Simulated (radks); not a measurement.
Species: Ne2+. Configuration: [He] 2s2 2p3 7s1 (not the ground configuration). Calculated with a radial shooting solver on a logarithmic mesh with Libxc functionals: non-relativistic Kohn-Sham, PBE, spin-unpolarised, spherical densities, point nucleus.

Normalised radial functions P(r) = r R(r), r in bohr:

r              2s      2p
0.005023   0.0773  0.0009
0.005801   0.0886  0.0012
0.006753   0.1021  0.0016
0.007799   0.1167  0.0021
0.009079   0.1341  0.0028
0.01049    0.1527  0.0037
0.01221    0.1746  0.0050
0.0141     0.1978  0.0066
0.01641    0.2248  0.0088
0.01895    0.2529  0.0116
0.02206    0.2850  0.0155
0.02548    0.3176  0.0203
0.02967    0.3537  0.0270
0.03426    0.3888  0.0352
0.03988    0.4259  0.0464
0.04606    0.4596  0.0600
0.05362    0.4916  0.0785
0.06193    0.5161  0.1006
0.07209    0.5329  0.1300
0.08326    0.5366  0.1645
0.09693    0.5235  0.2093
0.1119     0.4908  0.2607
0.1303     0.4306  0.3253
0.1505     0.3458  0.3968
0.1752     0.2247  0.4829
0.2023     0.0798  0.5735
0.2356    -0.1021  0.6761
0.272     -0.2956  0.7764
0.3167    -0.5115  0.8799
0.3658    -0.7134  0.9694
0.4258    -0.9058  1.0465
0.4918    -1.0501  1.0940
0.5725    -1.1447  1.1086
0.6611    -1.1681  1.0833
0.7697    -1.1193  1.0136
0.8889    -1.0099  0.9101
1.035     -0.8450  0.7704
1.195     -0.6644  0.6220
1.391     -0.4747  0.4641
1.607     -0.3164  0.3273
1.871     -0.1858  0.2074
2.16      -0.1000  0.1220
2.515     -0.0452  0.0618
2.904     -0.0183  0.0283
3.381     -0.0059  0.0107
3.905     -0.0017  0.0036
4.546     -0.0003  0.0009
5.25      -0.0001  0.0002
6.112     0.0000  0.0000
7.058     0.0000  0.0000
8.217     0.0000  0.0000
9.49      0.0000  0.0000
11.05     0.0000  0.0000
12.76     0.0000  0.0000
14.85     0.0000  0.0000
17.15     0.0000  0.0000
19.97     0.0000  0.0000
23.06      0.0000  0.0000
26.85      0.0000  0.0000
31.01      0.0000  0.0000
36.1       0.0000  0.0000
41.69      0.0000  0.0000
48.53      0.0000  0.0000
56.05      0.0000  0.0000

2s: eigenvalue -101.24 eV, 1 radial node at r = 0.217 bohr, <r> = 0.797 bohr, 90 % of the charge inside 1.25 bohr. 2p: eigenvalue -78.613 eV, 0 radial nodes, <r> = 0.755 bohr, 90 % of the charge inside 1.26 bohr.
